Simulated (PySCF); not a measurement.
An equivalent PySCF input for F⁺ (fluorine, charge +1), [He] 2s2 2p4, high-spin 3P determinant, with the non-relativistic Hamiltonian (point nucleus):

```python
from pyscf import gto, scf, dft, mp, cc
import basis_set_exchange as bse
mol = gto.M(atom="F 0 0 0", charge=1, spin=2, symmetry="D2h",
            basis=gto.basis.parse(bse.get_basis("cc-pVDZ", elements=["F"], fmt="nwchem", header=False)))
mf = dft.UKS(mol, xc="LDA,VWN")
mf.irrep_nelec = {'Ag': (2, 2), 'B1u': (1, 0), 'B2u': (1, 1), 'B3u': (1, 0)}
mf.kernel()
```

It reaches the same state as the run whose output follows, with an energy that differs only through the grid. The run itself started from symmetry-adapted Hartree-Fock orbitals and held the occupation by maximum overlap, on a logarithmic radial grid, so the iterations belong to that start.

```
SCF conv_tol = 1e-09
number electrons alpha = 5  beta = 3
XC functionals = LDA,VWN
    P. A. M. Dirac.,  Math. Proc. Cambridge Philos. Soc. 26, 376 (1930)
    F. Bloch.,  Z. Phys. 57, 545 (1929)
    S. H. Vosko, L. Wilk, and M. Nusair.,  Can. J. Phys. 58, 1200 (1980)
cycle= 1 E= -98.4127764344045  delta_E= -0.00291  |g|= 0.0269  |ddm|= 0.193
cycle= 2 E= -98.4128944228486  delta_E= -0.000118  |g|= 0.0189  |ddm|= 0.0744
cycle= 3 E= -98.413012399874  delta_E= -0.000118  |g|= 0.000193  |ddm|= 0.0312
cycle= 4 E= -98.4130124164369  delta_E= -1.66e-08  |g|= 1.05e-05  |ddm|= 0.000441
cycle= 5 E= -98.4130124165045  delta_E= -6.76e-11  |g|= 2.49e-07  |ddm|= 3.16e-05
converged SCF energy = -98.4130124165045  <S^2> = 2.0013636  2S+1 = 3.0009089
```
